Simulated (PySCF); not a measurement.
## Dipole moment and polarisability of `O[Si@@H]([SiH3])[SiH2]N[SiH3]`

Species: H11NOSi4.
Cartesian coordinates in Å at the GFN2-xTB level; atoms count from 1:
```xyz
17
H11NOSi4 angstrom
O     -1.773   -2.320    0.287
Si    -0.966   -1.020   -0.315
Si    -2.354    0.840   -0.373
Si     0.868   -1.051    1.070
N      1.696    0.467    0.840
Si     2.214    1.249   -0.610
H     -2.589   -2.640   -0.085
H     -0.637   -1.371   -1.721
H     -3.477    0.732   -1.322
H     -1.629    2.057   -0.749
H     -3.005    1.125    0.913
H      1.818   -2.168    0.874
H      0.572   -1.055    2.514
H      2.224    0.753    1.648
H      1.091    1.179   -1.545
H      2.542    2.625   -0.232
H      3.396    0.611   -1.204
```

Level: B3LYP/def2-SVPD (PySCF), static field, nuclei fixed, core orbitals frozen in the response. The polarisability tensor in these axes (au):

```
x   136.96  -3.29   5.62
y    -3.29 123.02  -7.01
z     5.62  -7.01 111.21
```

Diagonalise the tensor; give its mean and Δα, where Δα² is half the sum of the squared differences of the eigenvalues.

Principal values 107.45, 124.18 and 139.55 au; mean 123.73 au = 18.33 Å³ = 20.40 × 10⁻⁴⁰ C²·m²/J; Δα = 27.81 au (22 % of the mean).

What is the dipole moment, and where does it point?

(-0.22, 0.00, -0.23) D, 0.32 D in size, pointing from the negative to the positive side. Measured along this direction, the outermost atoms are H14 at the negative end and H9 at the positive end.

What molar refraction does this α imply?

Lorentz–Lorenz: R = (4π/3)N_A α = 2.5225 cm³/(mol·Å³) × 18.33 Å³ = 46.2 cm³/mol, in the limit of long wavelengths.

Give the eigenvalues of the traceless quadrupole moment Θ = ½Σq(3rr − r²1), origin at the centre of nuclear charge.

-8.18, -4.41, 12.60 D·Å. The values depend on the origin, since the dipole doesn't vanish. The electronic extent ⟨r²⟩ about the same centre is 1790 bohr², a root-mean-square distance of 2.47 Å for the 82 electrons.

Directions of the eigenvectors, and the extent of the frame along each?

Largest value along (0.92, -0.29, 0.25), where the nuclei span 6.40 Å; middle along (0.36, 0.88, -0.32), 6.53 Å; least along (-0.13, 0.38, 0.91), 3.83 Å. 

Isolated species at its GFN2-xTB geometry (one conformer only).

These values come from a run that also computed excited states. Time: 91 s (with the writing of density and orbital grids); peak memory 0.93 GiB. Hardware: an Arm Neoverse N1 with one thread (shared host).
